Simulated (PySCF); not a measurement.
C5H6FNS.
Geometry (PBE0-D3(BJ)/def2-SVP, Å), atoms numbered from 1 in this order:
```xyz
14
C5H6FNS angstrom
C     -1.298    0.510   -1.295
C     -0.808    0.244    0.122
C     -0.609   -1.175    0.387
N     -0.413   -2.301    0.573
S      0.732    1.163    0.558
C      1.861    0.508   -0.621
C      2.661   -0.504   -0.280
F      3.559   -0.997   -1.111
H     -1.450    1.589   -1.437
H     -0.564    0.155   -2.032
H     -2.247   -0.014   -1.480
H     -1.534    0.629    0.858
H      1.940    0.957   -1.616
H      2.645   -1.001    0.696
```

Computed with PySCF at B3LYP/def2-SVPD, non-relativistic, on one gas-phase PBE0-D3(BJ)/def2-SVP geometry that isn't relaxed in the solvent. The solvent is an IEF-PCM continuum (van der Waals radii × 1.2). The model holds no explicit solvent molecules, cavitation or dispersion.

Gas phase at B3LYP/def2-SVPD: HOMO -7.20 eV, LUMO -1.29 eV, dipole 3.31 D.

What does the continuum do to the energy, the frontier levels and the dipole at B3LYP/def2-SVPD in cyclohexane and acetonitrile?

```csv
solvent,ε,E(solvent) − E(gas) (kcal/mol),polarisation term (kcal/mol),distortion of the solute (kcal/mol),HOMO (eV),LUMO (eV),dipole (D)
cyclohexane,2.017,-3.14,-3.38,0.24,-7.11,-1.18,3.75
acetonitrile,35.69,-7.76,-9.31,1.55,-7.03,-1.08,4.48
```

Polarisation term: ½ Σ q·V over the induced surface charges. Distortion: the rise of the solute's own energy as its density leaves the gas-phase optimum. From cyclohexane to acetonitrile the lowering changes by a factor 2.47, Onsager's factor (ε − 1)/(2ε + 1) by 2.37 and ε itself by 17.7.

Which radius a makes the point-dipole formula ΔE = −[(ε − 1)/(2ε + 1)]·μ²/a³ give the value in acetonitrile, with the gas-phase dipole?

μ = 1.303 au and |ΔE| = 0.01237 Eh give a = 2.14 Å; the farthest nucleus lies 3.44 Å from the centroid of the nuclei, so such a sphere wouldn't even hold the nuclei. The formula assumes a rigid point dipole at the centre of a sphere.

Give the dipole vector in the frame of the coordinates (D, pointing from negative to positive charge), gas and acetonitrile.

Gas (-1.24, 2.90, -1.00), solvent (-1.79, 3.88, -1.35). Its length changes by +35 % and its direction by 2°.

How does the static polarisability (B3LYP/def2-SVPD, frozen core, with the continuum's full static response) change?

```csv
medium,isotropic (au),principal values (au),⟨r²⟩ of the electrons (bohr²)
gas,85.6,"71.9, 86.0, 98.8",1246.8
cyclohexane,96.5,"80.8, 97.1, 111.6",1247.1
acetonitrile,117.5,"99.7, 116.7, 136.1",1247.6
```

The isotropic value in acetonitrile is 1.37 times the gas-phase one; no cavity-field correction is applied. ⟨r²⟩ is taken about the centre of nuclear charge.
